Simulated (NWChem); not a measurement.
System: CH$_{4}$BeS; SMILES [CH3][Be][SH]

NWChem input:

```
start job
memory heap 200 mb stack 900 mb global 1100 mb
geometry units angstroms
  Be    -0.170230     0.339308    -0.509621
  C     -0.561107     1.405292    -1.802840
  H     -1.527046     1.897888    -1.708541
  H     -0.596240     0.915182    -2.774670
  H      0.152389     2.217875    -1.932920
  S      0.320664    -0.719188     1.000863
  H     -0.021960    -1.931255     0.615670
end
basis spherical
  * library def2-svp
end
dft
  xc xpbe96 cpbe96
  disp vdw 4
  iterations 150
end
driver
  maxiter 120
end
task dft optimize
task dft freq
```

Parts of the log:

```
             Northwest Computational Chemistry Package (NWChem) 7.3.0
             --------------------------------------------------------

 C1  symmetry detected

                             Geometry "geometry" -> ""
                             -------------------------

 Output coordinates in angstroms (scale by  1.889725989 to convert to a.u.)

  No.       Tag          Charge          X              Y              Z
 ---- ---------------- ---------- -------------- -------------- --------------
    1 Be                   4.0000    -0.02966747    -0.53139691    -0.00320132
    2 C                    6.0000     0.02392712    -2.25146756    -0.00061849
    3 H                    1.0000     0.13825327    -2.70326681    -0.98417746
    4 H                    1.0000    -0.87175836    -2.71366438     0.41171306
    5 H                    1.0000     0.84046708    -2.66438383     0.59018699
    6 S                   16.0000     0.06703249     1.37480154    -0.00016772
    7 H                    1.0000    -1.20437471     1.71888333     0.00147712

 Effective nuclear repulsion energy (a.u.)      65.8980576844

                                Z-matrix (autoz)
                                --------

 Units are Angstrom for bonds and degrees for angles

[...]

      ----------------------
      Optimization converged
      ----------------------

  Step       Energy      Delta E   Gmax     Grms     Xrms     Xmax
  ---- ---------------- -------- -------- -------- -------- --------
@    8    -453.05814614 -7.1D-07  0.00022  0.00006  0.00057  0.00157
                                     ok       ok       ok       ok

                                Z-matrix (autoz)
                                --------

 Units are Angstrom for bonds and degrees for angles

      Type          Name      I     J     K     L     M      Value     Gradient
      ----------- --------  ----- ----- ----- ----- ----- ---------- ----------
    1 Stretch                  1     2                       1.67473   -0.00022
    2 Stretch                  1     6                       1.92103   -0.00012
    3 Stretch                  2     3                       1.11192    0.00003
    4 Stretch                  2     4                       1.11292    0.00006
    5 Stretch                  2     5                       1.11293    0.00006
    6 Stretch                  6     7                       1.36502   -0.00013
    7 Bend                     1     2     3               112.78563    0.00004
    8 Bend                     1     2     4               112.09980    0.00004
    9 Bend                     1     2     5               111.74460   -0.00001
   10 Bend                     1     6     7                91.37471   -0.00001
   11 Bend                     2     6     7                91.73656   -0.00001
   12 Bend                     3     2     4               106.75130   -0.00003
   13 Bend                     3     2     5               106.83436   -0.00002
   14 Bend                     4     2     5               106.20358   -0.00003
   15 Bend                     6     2     3               112.90167    0.00004
   16 Bend                     6     2     4               112.40795    0.00004
   17 Bend                     6     2     5               111.31717   -0.00001
   18 Torsion                  3     2     6     7          95.22994    0.00001
   19 Torsion                  2     3     1     6         178.16045   -0.00000
   20 Torsion                  4     2     6     7         -25.60894   -0.00001
   21 Torsion                  2     4     1     6        -178.62742   -0.00001
   22 Torsion                  5     2     6     7        -144.61580    0.00001
   23 Torsion                  2     5     1     6        -179.52725    0.00001
   24 Torsion                  2     1     7     6         179.48722    0.00001

                         Geometry "geometry" -> "geometry"
                         ---------------------------------

 Output coordinates in angstroms (scale by  1.889725989 to convert to a.u.)

[...]

 Rotational Constants
 --------------------
 A=   3.354467 cm-1  (  4.826222 K)
 B=   0.115102 cm-1  (  0.165602 K)
 C=   0.113702 cm-1  (  0.163589 K)

 Temperature                      =   298.15K
 frequency scaling parameter      =   1.0000

 Zero-Point correction to Energy  =   27.681 kcal/mol  (  0.044113 au)
 Thermal correction to Energy     =   30.645 kcal/mol  (  0.048836 au)
 Thermal correction to Enthalpy   =   31.237 kcal/mol  (  0.049780 au)

 Total Entropy                    =   67.583 cal/mol-K
   - Translational                =   38.026 cal/mol-K (mol. weight =  57.0155)
   - Rotational                   =   23.113 cal/mol-K (symmetry #  =        1)
   - Vibrational                  =    6.444 cal/mol-K

 Cv (constant volume heat capacity) =   14.695 cal/mol-K
   - Translational                  =    2.979 cal/mol-K
   - Rotational                     =    2.979 cal/mol-K
   - Vibrational                    =    8.736 cal/mol-K

[normal modes left out]

 ----------------------------------------------------------------------------
 Normal Eigenvalue ||           Projected Infra Red Intensities
  Mode   [cm**-1]  || [atomic units] [(debye/angs)**2] [(KM/mol)] [arbitrary]
 ------ ---------- || -------------- ----------------- ---------- -----------
    1      -44.595 ||    0.011978           0.276        11.677       6.178
    2       -0.000 ||    0.000256           0.006         0.250       0.132
    3       -0.000 ||    0.006792           0.157         6.621       3.503
    4       -0.000 ||    0.000067           0.002         0.066       0.035
    5       -0.000 ||    0.000257           0.006         0.251       0.133
    6        0.000 ||    0.000004           0.000         0.004       0.002
    7        0.000 ||    0.000163           0.004         0.159       0.084
    8      198.342 ||    0.011662           0.269        11.368       6.015
    9      207.158 ||    0.003772           0.087         3.677       1.945
   10      440.282 ||    0.002234           0.052         2.178       1.152
   11      540.219 ||    0.031578           0.729        30.783      16.288
   12      655.743 ||    0.059438           1.371        57.943      30.659
   13      687.072 ||    0.049561           1.143        48.315      25.564
   14     1066.875 ||    0.101467           2.341        98.915      52.338
   15     1195.872 ||    0.116217           2.681       113.294      59.946
   16     1367.947 ||    0.001475           0.034         1.438       0.761
   17     1369.194 ||    0.001114           0.026         1.086       0.575
   18     2606.436 ||    0.000716           0.017         0.698       0.369
   19     2953.114 ||    0.000034           0.001         0.033       0.017
   20     3037.702 ||    0.004211           0.097         4.105       2.172
   21     3046.469 ||    0.004127           0.095         4.023       2.129
 ----------------------------------------------------------------------------

 ===============================================================================
      Negative Nuclear Hessian Mode    1  Eigenvalue =    -44.59 cm**(-1)
 -------------------------------------------------------------------------------
   Raw step length:  0.522 angstroms ;  The Raw step for this mode is:
    1 Be                   4.0000    -0.00442452     0.00010590     0.00036701
    2 C                    6.0000    -0.00061315     0.00007736    -0.00110205
    3 H                    1.0000    -0.17203422     0.00171854    -0.01718169
    4 H                    1.0000     0.08228744    -0.01041773     0.16934829
    5 H                    1.0000     0.11364171     0.00855163    -0.14877392
    6 S                   16.0000     0.00053726    -0.00022330     0.01325492
    7 H                    1.0000     0.00592667     0.00536341    -0.41404942

  Geometry after  100.0% step for mode  1; Step length =  0.522 angstroms
   Maximum component (any atom: x,y, or z) displacement:  0.782
    1 Be                   4.0000     0.04809865    -0.53332744    -0.00117615
    2 C                    6.0000     0.01342950    -2.20764456    -0.00242644
    3 H                    1.0000    -0.06551271    -2.63900696    -1.03847277
    4 H                    1.0000    -0.84912990    -2.61516755     0.60053226
    5 H                    1.0000     0.95310906    -2.63047742     0.45921304
    6 S                   16.0000     0.12311927     1.38607310     0.02142510
    7 H                    1.0000    -1.23391324     1.47423203    -0.42201973

  Geometry after -100.0% step for mode  1; Step length =  0.522 angstroms
   Maximum component (any atom: x,y, or z) displacement:  0.782
    1 Be                   4.0000     0.05694768    -0.53353923    -0.00191016
    2 C                    6.0000     0.01465579    -2.20779928    -0.00022233
    3 H                    1.0000     0.27855573    -2.64244405    -1.00410940
    4 H                    1.0000    -1.01370478    -2.59433209     0.26183568
    5 H                    1.0000     0.72582564    -2.64758069     0.75676087
    6 S                   16.0000     0.12204474     1.38651970    -0.00508474
    7 H                    1.0000    -1.24576658     1.46350521     0.40607911

  Geometry after   50.0% step for mode  1; Step length =  0.261 angstroms
   Maximum component (any atom: x,y, or z) displacement:  0.391
    1 Be                   4.0000     0.05031091    -0.53338039    -0.00135965
    2 C                    6.0000     0.01373607    -2.20768324    -0.00187541
    3 H                    1.0000     0.02050440    -2.63986623    -1.02988193
    4 H                    1.0000    -0.89027362    -2.60995868     0.51585812
    5 H                    1.0000     0.89628820    -2.63475324     0.53360000
    6 S                   16.0000     0.12285063     1.38618475     0.01479764
    7 H                    1.0000    -1.23687658     1.47155032    -0.21499502

  Geometry after  -50.0% step for mode  1; Step length =  0.261 angstroms
   Maximum component (any atom: x,y, or z) displacement:  0.391
    1 Be                   4.0000     0.05473542    -0.53348628    -0.00172665
    2 C                    6.0000     0.01434921    -2.20776060    -0.00077336
    3 H                    1.0000     0.19253862    -2.64158478    -1.01270024
    4 H                    1.0000    -0.97256106    -2.59954095     0.34650983
    5 H                    1.0000     0.78264650    -2.64330487     0.68237392
    6 S                   16.0000     0.12231337     1.38640805     0.00154272
    7 H                    1.0000    -1.24280325     1.46618692     0.19905440

  Geometry after   25.6% step for mode  1; Step length =  0.133 angstroms
   Maximum component (any atom: x,y, or z) displacement:  0.200
    1 Be                   4.0000     0.05139221    -0.53340627    -0.00144934
    2 C                    6.0000     0.01388592    -2.20770215    -0.00160608
    3 H                    1.0000     0.06254773    -2.64028622    -1.02568291
    4 H                    1.0000    -0.91038379    -2.60741270     0.47447120
    5 H                    1.0000     0.86851538    -2.63684317     0.56995876
    6 S                   16.0000     0.12271933     1.38623932     0.01155828
    7 H                    1.0000    -1.23832499     1.47023956    -0.11380576

  Geometry after  -25.6% step for mode  1; Step length =  0.133 angstroms
   Maximum component (any atom: x,y, or z) displacement:  0.200
    1 Be                   4.0000     0.05365412    -0.53346040    -0.00163696
    2 C                    6.0000     0.01419937    -2.20774169    -0.00104269
    3 H                    1.0000     0.15049529    -2.64116478    -1.01689926
    4 H                    1.0000    -0.95245089    -2.60208694     0.38789674
    5 H                    1.0000     0.81041932    -2.64121495     0.64601516
    6 S                   16.0000     0.12244467     1.38635347     0.00478208
    7 H                    1.0000    -1.24135483     1.46749768     0.09786514

  Geometry after   12.8% step for mode  1; Step length =  0.067 angstroms
   Maximum component (any atom: x,y, or z) displacement:  0.100
    1 Be                   4.0000     0.05195769    -0.53341980    -0.00149625
    2 C                    6.0000     0.01396428    -2.20771203    -0.00146523
    3 H                    1.0000     0.08453462    -2.64050586    -1.02348699
    4 H                    1.0000    -0.92090057    -2.60608126     0.45282759
    5 H                    1.0000     0.85399137    -2.63793611     0.58897286
    6 S                   16.0000     0.12265067     1.38626786     0.00986423
    7 H                    1.0000    -1.23908245     1.46955409    -0.06088803

  Geometry after  -12.8% step for mode  1; Step length =  0.067 angstroms
   Maximum component (any atom: x,y, or z) displacement:  0.100
    1 Be                   4.0000     0.05308864    -0.53344687    -0.00159006
    2 C                    6.0000     0.01412101    -2.20773181    -0.00118354
    3 H                    1.0000     0.12850840    -2.64094514    -1.01909517
    4 H                    1.0000    -0.94193411    -2.60341838     0.40954036
    5 H                    1.0000     0.82494333    -2.64012200     0.62700106
    6 S                   16.0000     0.12251334     1.38632494     0.00647613
    7 H                    1.0000    -1.24059737     1.46818315     0.04494742
```

Level: PBE-D3(BJ)/def2-SVP. The optimisation ended at a saddle point (imaginary frequency).
